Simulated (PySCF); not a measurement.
# Pb⁵⁵⁺ (lead, charge +55) across methods

[Ar] 3d9, 2D determinant. Computed with PySCF 2.14 in an even-tempered Gaussian basis (16 s from 14 bohr⁻², ratio 2.5; 10 p from 18 bohr⁻², ratio 2.5; 7 d from 18 bohr⁻², ratio 2.5; 4 f from 74 bohr⁻², ratio 2.7; 3 g from 110 bohr⁻², ratio 2.7), with no relativity, point nucleus.

```json
{"method": "UHF", "E (hartree)": "-17065.16760", "mean ε 3p β (eV)": "-5986.3", "mean ε 3d α (eV)": "-5595.9", "mean ε 3d β (eV)": "-5586.3", "Σ⟨r²⟩ (bohr²)": "0.6039", "⟨S²⟩": "0.750"}
{"method": "PBE", "E (hartree)": "-17065.17", "mean ε 3p β (eV)": "-5895.2", "mean ε 3d α (eV)": "-5515.4", "mean ε 3d β (eV)": "-5508.4", "Σ⟨r²⟩ (bohr²)": "0.6045", "⟨S²⟩": "0.750"}
{"method": "LDA", "E (hartree)": "-17055.74", "mean ε 3p β (eV)": "-5893.4", "mean ε 3d α (eV)": "-5514.5", "mean ε 3d β (eV)": "-5507.2", "Σ⟨r²⟩ (bohr²)": "0.6047", "⟨S²⟩": "0.750"}
{"method": "r2SCAN", "E (hartree)": "-17066.31", "mean ε 3p β (eV)": "-5906.9", "mean ε 3d α (eV)": "-5523.1", "mean ε 3d β (eV)": "-5515.5", "Σ⟨r²⟩ (bohr²)": "0.6042", "⟨S²⟩": "0.750"}
{"method": "PBE0", "E (hartree)": "-17065.56", "mean ε 3p β (eV)": "-5918.6", "mean ε 3d α (eV)": "-5536.1", "mean ε 3d β (eV)": "-5528.5", "Σ⟨r²⟩ (bohr²)": "0.6043", "⟨S²⟩": "0.750"}
{"method": "r2SCANh", "E (hartree)": "-17066.35", "mean ε 3p β (eV)": "-5915.0", "mean ε 3d α (eV)": "-5530.6", "mean ε 3d β (eV)": "-5522.8", "Σ⟨r²⟩ (bohr²)": "0.6041", "⟨S²⟩": "0.750"}
{"method": "revPBE", "E (hartree)": "-17065.73", "mean ε 3p β (eV)": "-5895.4", "mean ε 3d α (eV)": "-5515.5", "mean ε 3d β (eV)": "-5508.5", "Σ⟨r²⟩ (bohr²)": "0.6044", "⟨S²⟩": "0.750"}
```

A non-relativistic calculation at this Z misses sizeable relativistic shifts. Spin-orbit coupling, absent here, splits the open shell strongly.
